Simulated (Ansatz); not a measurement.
Consider the formal exchange of groups at the Si–Si bond: `[SiH3][SiH2][SiH2][GeH3]` + `[SiH3][GeH3]` → `[GeH3][SiH2][SiH2][SiH2][GeH3]` + SiH₄.

Computed with Ansatz on PBE0-D4/def2-TZVP structures; ΔE is electronic, products minus reactants. CCSD(T)/CBS adds triple-zeta CCSD(T) − MP2 to the extrapolated MP2 energy (def2 sets, frozen cores). This one scheme is used for every species. Functionals use def2-TZVPP. For Ge outer-core shells are correlated without core-valence functions, which leaves a few kJ/mol of doubt a bond. Scalar relativity is left out up to krypton. Each species was taken in one conformer, which may not be the lowest.

```
          level  ΔE (kcal/mol)
        PBE0-D4           -2.3
     r2SCANh-D4           -2.0
     r2SCAN0-D4           -2.0
        ωB97M-V           -2.2
         r2SCAN           -1.4
        LC-ωPBE           -0.9
    HF/def2-SVP           -0.5
CCSD/def2-TZVPP           -2.0
```

What does CCSD(T)/CBS give? (Estimate.)

Ansatz gave: -2.5 kcal/mol. The listed levels differ from it by 0.2, 0.5, 0.5, 0.3, 1.1, 1.6, 2.0, 0.5 kcal/mol.

Largest T1 diagnostic among the species: 0.013.

The D4 term adds −2.4 kcal/mol with B3LYP and −1.4 kcal/mol with PBE0; it sums over pairs of atoms, weighted by their polarisabilities, and B3LYP, whose exchange is more repulsive, gets the larger term. Leaving LDA and LC-ωPBE aside and taking each functional with its dispersion term where it has one, the values, not all of them listed here, spread over 1.4 kcal/mol, from BHLYP-D4 to B2PLYP. LDA lies −1.1 kcal/mol from PBE without D4.

B3LYP here is the variant with VWN-RPA as its local correlation; programs differ in this.
